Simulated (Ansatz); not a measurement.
Geometry optimisation, Ansatz, RKS PBE-D4/6-31G*.

Input:

```yaml
crystal:
  periodic: [false, false, false]
  atoms:
    - { symbol: Si, position_ang: [-0.070958, -0.112907, -0.013992] }
    - { symbol: H, position_ang: [-0.260378, -0.097673, 1.452822] }
    - { symbol: O, position_ang: [1.552128, -0.199998, -0.428731] }
    - { symbol: H, position_ang: [1.84325, -1.122316, -0.57243] }
    - { symbol: H, position_ang: [-0.632584, 1.115207, -0.640823] }
    - { symbol: O, position_ang: [-0.823305, -1.494914, -0.600154] }
    - { symbol: H, position_ang: [-1.28411, -2.010993, 0.087027] }
    - { symbol: S, position_ang: [1.480645, 2.361077, 1.664759] }
    - { symbol: H, position_ang: [2.280888, 1.617391, 0.855928] }
    - { symbol: H, position_ang: [0.857023, 1.225926, 2.150796] }
basis:
  gaussian: { orbitals: "6-31G*" }
hamiltonian:
  xc: pbe
  dispersion: d4
relax:
  f_tol: 0.03
  max_steps: 50
```

Command:

```bash
$ ansatz run input.yaml --threads 1 --pin off --max-ram 2048MiB --backend cpu --events-out ev --progress --plain --runs-dir out
```

Question: Where does it end, and by what steps?

Answer: It converged. The force dipped under the threshold on the way, but the program's further checks kept it going. After 49 steps the energy has fallen by 0.201 eV; H10 moved furthest, 2.30 Å.

```tsv
step	energy less start (eV)	largest force component (eV/Å)	accepted
0	0.0000	0.691	yes
2	-0.1232	0.136	yes
4	-0.1391	0.331	yes
6	-0.1545	0.405	yes
8	-0.1639	0.123	yes
10	-0.1676	0.071	yes
12	-0.1701	0.134	yes
14	-0.1722	0.127	yes
16	-0.1741	0.161	yes
18	-0.1767	0.125	yes
20	-0.1783	0.018	yes
22	-0.1807	0.124	yes
24	-0.1824	0.298	no
26	-0.1856	0.107	yes
28	-0.1872	0.086	yes
30	-0.1887	0.014	yes
32	-0.1899	0.054	yes
34	-0.1912	0.096	yes
36	-0.1896	0.264	no
38	-0.1929	0.010	yes
40	-0.1936	0.183	no
42	-0.1957	0.079	yes
44	-0.1971	0.076	yes
46	-0.1985	0.207	yes
48	-0.2004	0.059	yes
49	-0.2011	0.018	yes
```

```xyz
10
Properties=species:S:1:pos:R:3
Si -0.684 -0.562 0.203
H -1.322 -1.711 0.939
O 0.776 -0.201 0.962
H 1.312 -0.965 1.244
H -1.462 0.702 0.278
O -0.561 -0.923 -1.422
H -0.345 -1.850 -1.636
S 2.889 2.432 0.758
H 1.992 1.399 0.742
H 2.347 2.959 1.888
```

Whether the end is a true minimum wasn't checked by a vibrational analysis.

The run took 2.3 min on 1 thread of Arm Neoverse V1 (shared host), peak memory 0.12 GiB.
